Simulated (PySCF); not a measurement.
C7H10O.
Structure used (PBE0-D3(BJ)/def2-SVP), in Å, numbered top down from 1:
```
atom  x, y, z in Å
C1    -1.688    1.316   -1.231
C2    -1.397    0.112   -0.376
C3    -2.577   -0.657    0.154
C4    -0.166   -0.257   -0.111
C5     1.074   -0.608    0.184
C6     1.920   -1.553   -0.619
C7     1.683   -0.026    1.402
O8     2.805   -0.273    1.768
H9    -2.303    2.041   -0.672
H10   -2.266    1.020   -2.122
H11   -0.770    1.818   -1.561
H12   -3.222    0.003    0.758
H13   -3.191   -1.035   -0.679
H14   -2.269   -1.508    0.775
H15    2.843   -1.049   -0.947
H16    1.382   -1.929   -1.498
H17    2.234   -2.403    0.006
H18    1.017    0.672    1.970
```

Method: PBE0-D3(BJ)/def2-SVP geometry optimisation, gas phase in PySCF 2.14.0.

Masses are those of the commonest isotopes; rigid-rotor values at the optimised geometry. The values belong to one conformer with, in the numbering `[CH3:1][C:2]([CH3:3])=[C:4]=[C:5]([CH3:6])[CH:7]=[O:8]`, C4–C5–C7–O8 180°.

**Question.** Give the principal moments of inertia and the rotational constants in MHz.

**Answer.** Ia = 133.01, Ib = 518.52, Ic = 535.96 u·Å²; 505379 MHz·u·Å²/I gives A = 3799, B = 974.7, C = 942.9 MHz.

**Question.** Classify the top.

**Answer.** A near-prolate asymmetric top: κ = (2 × 974.7 − 3799 − 942.9)/(3799 − 942.9) = -0.98.

**Question.** What does the inertial defect say?

**Answer.** Not planar: Δ = Ic − Ia − Ib = -115.58 u·Å². For a rigid frame Δ = −2 Σ m c², so Σ m c² = 57.79 u·Å² lies off the ab plane: 18.19 from hydrogen and 39.60 from heavier atoms. The atom farthest from that plane is 2.17 Å away.

**Question.** Give the other two planar moments, Paa and Pbb, and the rms extents of the mass along the axes.

**Answer.** Paa = Σ m a² = (Ib + Ic − Ia)/2 = 460.73 and Pbb = Σ m b² = (Ia + Ic − Ib)/2 = 75.23 u·Å². With the mass M = 110.07 u, the rms extents √(P/M) along a, b and c are 2.05, 0.83, 0.72 Å.

**Question.** List the rotational levels J(Ka,Kc) to J = 3 (MHz).

**Answer.** Above 0(0,0):
J = 1: 1(0,1) 1918, 1(1,1) 4742, 1(1,0) 4774
J = 2: 2(0,2) 5753, 2(1,2) 8546, 2(1,1) 8641, 2(2,1) 17115, 2(2,0) 17116
J = 3: 3(0,3) 11504, 3(1,3) 14251, 3(1,2) 14441, 3(2,2) 22868, 3(2,1) 22870, 3(3,1) 37071, 3(3,0) 37071
The levels of one J sum to (2J + 1)J(J + 1)(A + B + C)/3.

**Question.** Predict some low-J microwave lines.

**Answer.** The dipole components are |μa| = 3.91 D, |μb| = 0.64 D, |μc| = 0.00 D; the mirror of this Cs structure is the ab plane, so μc vanishes by symmetry and there are no c-type lines. The squared components, which scale the intensities, stand as 1.00 : 0.03 (a : b). Some lines, for components of 0.1 D or more:

| type | branch | J(Ka,Kc) | MHz | lower level (cm⁻¹) |
| --- | --- | --- | --- | --- |
| b | Q | 1(1,0) ← 1(0,1) | 2856 | 0.064 |
| b | Q | 3(1,2) ← 3(0,3) | 2937 | 0.384 |
| b | R | 3(0,3) ← 2(1,2) | 2958 | 0.285 |
| b | Q | 4(1,3) ← 4(0,4) | 3002 | 0.640 |
| b | R | 4(0,4) ← 3(1,3) | 4921 | 0.475 |
| a | R | 3(2,2) ← 2(2,1) | 5753 | 0.571 |
| a | R | 3(1,2) ← 2(1,1) | 5800 | 0.288 |
| b | R | 2(1,2) ← 1(0,1) | 6628 | 0.064 |
| a | R | 4(2,3) ← 3(2,2) | 7670 | 0.763 |
| a | R | 4(3,2) ← 3(3,1) | 7671 | 1.237 |
| a | R | 4(2,2) ← 3(2,1) | 7673 | 0.763 |
| b | Q | 4(2,2) ← 4(1,3) | 8368 | 0.740 |
| b | Q | 3(2,1) ← 3(1,2) | 8428 | 0.482 |
| b | Q | 2(2,1) ← 2(1,2) | 8569 | 0.285 |
| b | R | 2(2,1) ← 1(1,0) | 12341 | 0.159 |
| b | Q | 3(3,1) ← 3(2,2) | 14203 | 0.763 |
| b | R | 3(2,1) ← 2(1,2) | 14324 | 0.285 |
| b | R | 4(2,2) ← 3(1,3) | 16291 | 0.475 |
| b | Q | 4(4,0) ← 4(3,1) | 19884 | 1.492 |
| b | Q | 4(4,1) ← 4(3,2) | 19884 | 1.492 |
| b | R | 3(3,1) ← 2(2,0) | 19956 | 0.571 |
| b | R | 3(3,0) ← 2(2,1) | 19956 | 0.571 |
| b | R | 4(3,2) ← 3(2,1) | 21873 | 0.763 |
| b | R | 4(4,1) ← 3(3,0) | 27555 | 1.237 |
| b | R | 4(4,0) ← 3(3,1) | 27555 | 1.237 |

**Question.** Estimate the classical rotational partition function at 25 K, 200 K and 500 K.

**Answer.** Point group Cs, symmetry number σ = 1; q = (√π/σ)·√((kT/h)³/(ABC)), k/h = 20836.6 MHz/K: 11300 at 25 K, 255000 at 200 K, 1010000 at 500 K.

Not checked by PBE0-D3(BJ)/def2-SVP frequencies. Zero-point vibration and centrifugal distortion are left out. A rigid rotor knows nothing of internal rotation, which can split or shift real lines.

Hardware: one thread of an Arm Neoverse V1 (shared host). Cost: 58 s wall, 0.85 GiB resident at most. This is the geometry optimisation.
